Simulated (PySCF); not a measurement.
Computed shifts of a molecule C2H8N2OSi, PBE0/pcSseg-1 run with PySCF, GIAO, gas phase, equivalent atoms averaged, in ppm (number of nuclei): ¹³C: 180.1 (1), 31.4 (1). ¹⁵N: 394.7 (1), 36.8 (1). ²⁹Si: -44.4 (1). ¹H: 8.72 (1), 5.45 (1), 2.28 (3), 1.61 (1), 1.40 (1), 1.30 (1). References: ¹³C against TMS (σ = 186.3 ppm); ¹⁵N against NH3 (σ = 267.4 ppm); ²⁹Si against TMS (σ = 352.7 ppm); ¹⁷O against H2O (σ = 334.2 ppm); ¹H against TMS (σ = 31.56 ppm), references at their B3LYP-D3(BJ)/def2-TZVP geometries, non-relativistic. Geometry: PBE0-D3(BJ)/def2-SVP. One conformer was computed; it need not be the lowest.

Which molecule gave these data?
A) C=CO[SiH](N)N
B) C/C=N\[Si@H](N)O
C) NC/C=N\[SiH2]O
D) N[Si]1(N)COC1

B, C/C=N\[Si@H](N)O
